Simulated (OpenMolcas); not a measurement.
Lines of Cu²⁺: computed and rescaled rates

```yaml
Program: OpenMolcas
Method: "MS-CASPT2, IPEA 0.25 Eh, imaginary shift 0.1 Eh (closed shells correlated: 3s 3p)"
Basis: ANO-R3 [7s5p5d3f2g1h]
Scalar_Hamiltonian: X2C, finite nucleus
Active_space: 9 electrons in 6 orbitals (3d 4s)
State_averaging: 2S+1 = 2 even, 29 roots; 2S+1 = 4 even, 10 roots kept (CI in the orbitals of an earlier block)
Spin-orbit_coupling: RASSI with atomic mean-field integrals over the reference wave functions, term energies averaged over their components
```

Rates come from the transition moments of the reference wave functions (E1 and E2 in the length form). At fixed line strength A goes as λ^-3 for E1 and M1 and as λ^-5 for E2, so a rate at the computed wavelength can be rescaled to the measured one. Measured vacuum wavelengths follow from level energies in Sugar and Musgrove, J. Phys. Chem. Ref. Data 19, 527 (1990). Branching counts decays inside the model space alone, at computed energies, and the table is only a selection of the E2 and M1 lines, drawn from those between levels with measured partners whose computed energy lies within a factor of 1.5 of the measured one.

```csv
Upper,Lower,Type,λ computed (nm),λ measured (nm),A computed (s-1),A rescaled (s-1),Branching %
3d⁸ 4s ²F_7/2,3d⁹ ²D_5/2,E2,154.4,149.2,1.09e+02,1.29e+02,92.2
3d⁸ 4s ²F_7/2,3d⁹ ²D_3/2,E2,159.9,154,9.00e+00,1.09e+01,7.6
3d⁸ 4s ⁴F_7/2,3d⁹ ²D_5/2,E2,165.8,161.1,2.58e+00,,92.8
3d⁸ 4s ⁴F_5/2,3d⁹ ²D_3/2,E2,169,163.7,1.03e+00,,89.8
3d⁹ ²D_3/2,3d⁹ ²D_5/2,M1,4535,4827,1.74e-01,1.44e-01,100.0
3d⁸ 4s ⁴F_3/2,3d⁹ ²D_3/2,E2,167,161.8,1.55e-01,,51.8
3d⁸ 4s ⁴F_7/2,3d⁹ ²D_3/2,E2,172.1,166.7,1.43e-01,,5.1
3d⁸ 4s ⁴F_3/2,3d⁹ ²D_5/2,E2,161,156.5,1.20e-01,,40.0
3d⁸ 4s ⁴F_5/2,3d⁸ 4s ⁴F_7/2,M1,9490,9228,6.61e-02,7.19e-02,5.8
3d⁸ 4s ⁴F_7/2,3d⁸ 4s ⁴F_9/2,M1,8311,7937,5.71e-02,6.56e-02,2.1
3d⁸ 4s ⁴F_5/2,3d⁹ ²D_5/2,E2,162.9,158.4,5.07e-02,,4.4
3d⁸ 4s ⁴F_9/2,3d⁹ ²D_5/2,E2,169.2,164.5,2.60e-02,,100.0
3d⁸ 4s ⁴F_3/2,3d⁸ 4s ⁴F_5/2,M1,13750,13550,2.45e-02,2.56e-02,8.2
```

Spin-changing lines and M1 lines between different terms are not rescaled, since their strength hangs on the term gaps too.

The largest correction is for 3d⁸ 4s ²F_7/2 → 3d⁹ ²D_3/2 (E2): 9.00e+00 × (159.9 / 154)^5 = 1.09e+01 s-1, a factor of 1.21.

These are rates of the free ion; in crystals, glasses and complexes forced electric-dipole and non-radiative decay shorten such lifetimes by orders of magnitude. No measured rate stands beside these. Rescaling mends the energy factor alone: line strengths can still be far off where a level mixes with configurations outside the active space, and weak or spin-changing lines hang on small mixing coefficients that depend on the term gaps too, so rescaling need not improve them.

CASPT2 breaks the degeneracy within a term, and the mean is taken; among the terms shown or strongly mixed into the levels shown the widest spread is 1100 cm-1 (3d⁸ 4s ²F). Terms from blocks run as CI alone lack orbitals of their own. A single d shell beside an s shell can misplace configurations of different d count against each other. Computed and measured levels are paired by configuration, term and J; levels that our copy of the source lacks, or whose pairing is in doubt (as where it misses far off the trend of its configuration), stay unpaired. Levels of configurations outside the active space are missing.
